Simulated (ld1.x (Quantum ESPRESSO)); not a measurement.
**Reading a pseudo-wave (calcium)**

Columns: radius, all-electron u(r) and pseudo u(r) of the 4s shell (level -6.23 eV) of calcium in the configuration [Ne] 3s2 3p6 3d0 4s1.5 4p0; revPBE, scalar-relativistic, PAW scheme, ld1.x (Quantum ESPRESSO) 7.5.

| r (bohr) | all-electron | pseudo |
| --- | --- | --- |
| 0.145 | -0.0773 | 0.1485 |
| 0.290 | -0.1381 | 0.2752 |
| 0.435 | -0.0042 | 0.3630 |
| 0.580 | 0.1436 | 0.4029 |
| 0.725 | 0.2333 | 0.3947 |
| 0.870 | 0.2560 | 0.3460 |
| 1.015 | 0.2252 | 0.2690 |
| 1.160 | 0.1593 | 0.1765 |
| 1.305 | 0.0746 | 0.0791 |
| 1.450 | -0.0170 | -0.0168 |
| 1.595 | -0.1078 | -0.1079 |
| 1.740 | -0.1928 | -0.1928 |
| 1.885 | -0.2693 | -0.2693 |
| 2.030 | -0.3364 | -0.3364 |
| 2.175 | -0.3936 | -0.3936 |
| 2.320 | -0.4414 | -0.4414 |
| 2.465 | -0.4803 | -0.4803 |
| 2.610 | -0.5111 | -0.5111 |
| 2.755 | -0.5348 | -0.5348 |
| 2.900 | -0.5522 | -0.5522 |
| 3.045 | -0.5639 | -0.5639 |
| 3.190 | -0.5703 | -0.5703 |
| 3.335 | -0.5719 | -0.5719 |
| 3.480 | -0.5691 | -0.5691 |
| 3.625 | -0.5624 | -0.5624 |
| 3.770 | -0.5523 | -0.5523 |

Question: How many radial nodes do the two functions have?

Answer: The all-electron 4s function has n − l − 1 = 3 (the table is too coarse to show those close to the nucleus); the pseudo-wave has 1, since 1 lower shell of the same l stays in the valence.

Question: At about which radius was the pseudo-wave matched?

Answer: 1.75 bohr. The columns agree to 0.0005 from 1.45 bohr on; several derivatives are matched, so the curves merge somewhat inside the radius.

Question: Is the pseudo-wave norm-conserving?

Answer: No, it belongs to a PAW set: the norm inside the radius is not constrained, and the difference is carried by the augmentation charge.
